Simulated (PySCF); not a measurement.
CCl2F, SMILES F[C](Cl)Cl, multiplicity 2. Atoms are numbered in the order given.

```xyz
4

F     -0.0865     1.6085     0.0000
C      0.3247     0.3499     0.0000
Cl    -0.0344    -0.4875     1.4773
Cl    -0.0344    -0.4875    -1.4773
```
Charge 0, spin multiplicity 2.

Geometry: TPSSh-D3(BJ)/def2-SVP. The isomer is the one that the SMILES or the coordinates give; other isomers of the formula were not compared.

Computed with PBE0/pcH-1 (PySCF).

Unrestricted Kohn–Sham, ⟨S²⟩ = 0.753. Hyperfine tensors hold the contact and dipolar terms, without spin-orbit corrections.

Computed hyperfine couplings:
| nucleus | A(iso) (MHz) | A(iso) (G) | dipolar principal values (MHz) |
|---|---|---|---|
| 19F no. 1 | 221.3 | 79.0 | -221.6, -194.5, 416.1 |
| 13C no. 2 | 545.8 | 194.8 | -70.1, -68.6, 138.7 |
| 35Cl no. 3 | 25.8 | 9.2 | -28.7, -20.4, 49.0 |
| 35Cl no. 4 | 25.8 | 9.2 | -28.7, -20.4, 49.0 |

Problem. And the g tensor (effective nuclear charges for spin-orbit coupling, GIAO)? (The exact figures need the calculation; the answer reports its results.)

Solution. principal values 2.0011, 2.0075, 2.0128; isotropic 2.0071.
